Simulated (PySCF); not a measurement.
## Adding and removing an electron: PbBr

LDA; basis Pb cc-pVDZ-PP with ECP60, Br cc-pVDZ-PP with ECP10; scalar-relativistic core potentials; PySCF 2.14. Neutral (UKS): doublet (π ↑), Re = 2.602 Å, ωe = 219 cm⁻¹, De = 4.06 eV, HOMO -3.89 eV, LUMO -4.02 eV.

PbBr⁺ (UKS): singlet (closed shell), Re = 2.498 Å, ωe = 261 cm⁻¹. The energies at the minima are -608.90738 hartree for PbBr and -608.65800 for PbBr⁺.

(1) Work out the adiabatic ionisation energy, without and with harmonic zero-point energies (1 hartree = 27.2114 eV, 1 eV = 8065.5 cm⁻¹), and the change of the bond length.

Spin–orbit coupling is left out, which matters for elements this heavy, above all for dissociation energies. Counting both spins, an empty level lies below a filled one in some of these solutions, because spin and occupation are held. States were picked by a PBE0 search and need not be the measured ground states.

Results:

(1) At LDA: 0.24938 hartree = 6.786 eV between the minima; the zero-point term (261.0 − 219.0)/2 cm⁻¹ = +0.003 eV makes it 6.789 eV. Re changes by -10.4 pm against the neutral. The electron leaves a π orbital, and the shorter bond of the ion fits an antibonding orbital, or a change in how ionic the bond is.
